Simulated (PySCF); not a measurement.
**Telling isomers of C₆H₅F apart by NMR**

PySCF 2.14.0 with density-fitted response routines calculation with shieldings: GIAO PBE0/pcSseg-1, J: B3LYP/pcJ-1 (spin–dipole term left out of most H,H and C,H couplings) and geometry from GFN2-xTB; one conformer, one averaged value for each set of equivalent atoms, non-relativistic Hamiltonian, isolated molecule.

δ = σ(ref) − σ, references computed at the same level: 1H (σref 31.72), 13C (σref 186.93) vs TMS. Multiplet labels drop J under 1 Hz and among equivalent protons, and merge close values. Unscaled 3J(H,H) run several per cent high. Splittings of carbon signals by F and P are missing where no couplings were computed. Where no couplings were computed, multiplicities follow the n + 1 count of equivalent neighbours, and m marks all less simple cases (inequivalent or close neighbours, rings, F or P nearby). One-bond C–F couplings are unscaled and too large by tens of Hz. Shifts are as computed. Against solution values, carbons near 30 ppm lie about +3 ppm off and those near 130 ppm about +5 ppm. Of 1211 compounds with measured shifts, 218 miss one by over three times the rms of a fit or turn the order of signals round; such compounds aren't used in these exercises.

(1) Tabulate the signals of `F[C@]12C=C[C@H]1C=C2`, `Fc1ccccc1` and their relative energies.

(2) What is the quickest way to tell F[C@]12C=C[C@H]1C=C2 from Fc1ccccc1?

## Answers

(1) 
```json
{"SMILES": "F[C@]12C=C[C@H]1C=C2", "carbon types": "1×C 5×CH", "δC": "158.5, 152.5, 105.0, 62.0", "δH": "7.21 (m, 2H), 6.84 (m, 2H), 4.24 (m, 1H)", "E rel. (kcal/mol)": "82.2"}
{"SMILES": "Fc1ccccc1", "carbon types": "1×C 5×CH", "δC": "173.1, 135.7, 128.9, 121.4", "δH": "7.66 (ddd, 2H), 7.39 (t, 1H), 7.37 (dd, 2H)", "E rel. (kcal/mol)": "0.0"}
```

Energies are electronic energies at PBE0/pcSseg-1 on these geometries, without zero-point or thermal terms, each for the one conformer computed, which needn't be the lowest.

(2) Both give the same number of carbon signals, with the same numbers of each carbon type, so the positions decide. The first has an allylic fully substituted sp3 carbon bonded to F (C) at 105.0 ppm, the second an aromatic carbon bearing fluorine (C) at 173.1 ppm. Their most deshielded carbons lie at 158.5 and 173.1 ppm. In the proton spectra the most deshielded non-exchanging signals are 7.21 (m, 2H) and 7.66 (ddd, J = 9.5, 8.5, 5.1 Hz, 2H).
